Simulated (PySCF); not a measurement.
Vertical excitations of a molecule C2H9FOSi2 from TDA-M06-2X/def2-SVPD run with PySCF, as energy in eV (oscillator strength): 6.69 (0.001), 7.13 (0.024), 7.57 (0.002), 7.74 (0.013), 7.84 (0.010), 8.02 (0.141). Lowest triplet (TDA): 6.42 eV. Coordinates come from a B3LYP-D3(BJ)/def2-SVP optimisation. The values are those of a single conformer.

Task: Identify the compound among the candidates.
A. C[SiH2][C@H](F)[SiH2]O
B. OC[SiH2][C@H](F)[SiH3]
C. O[C@H]([SiH3])C[SiH2]F
D. C[SiH2][C@@H](O)[SiH2]F

Result: C, O[C@H]([SiH3])C[SiH2]F
